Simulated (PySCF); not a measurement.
Ionisation energy of Rh²⁴⁺ by level of theory

Rh²⁴⁺ [Ar] 3d3 (4F) → Rh²⁵⁺ [Ar] 3d2 (3F), as a difference of total energies. Computed with PySCF 2.14 in an uncontracted even-tempered set (19 s from 2.7 bohr⁻², ratio 2.5; 12 p from 3.5 bohr⁻², ratio 2.5; 8 d from 3.5 bohr⁻², ratio 2.5; 4 f from 13 bohr⁻², ratio 2.7; 3 g from 20 bohr⁻², ratio 2.7), with scalar relativity by spin-free X2C-1e. Correlated levels: outer shells: [Ne] frozen; virtual orbitals above 40 to 60 times the deepest correlated orbital energy dropped. The calculations carry no spin-orbit coupling.

| method | ionisation energy (eV) |
| --- | --- |
| UHF | 1201.3 |
| LDA | 1201.7 |
| PBE | 1201.5 |
| PBE0 | 1201.9 |
| r2SCAN | 1202.7 |
| B3LYP | 1202.0 |
| BHandHLYP | 1202.1 |
| MP2 (outer shells) | 1201.6 |
| SCS-MP2 (outer shells) | 1201.4 |

A first-order spin-orbit estimate (lowest level to lowest level, LS coupling) adds -0.171 eV.

Breit and QED terms and the two-electron picture change are absent.

For comparison: 1202 ± 4 eV (theoretical estimate listed by NIST; NIST Atomic Spectra Database, ionization energies).
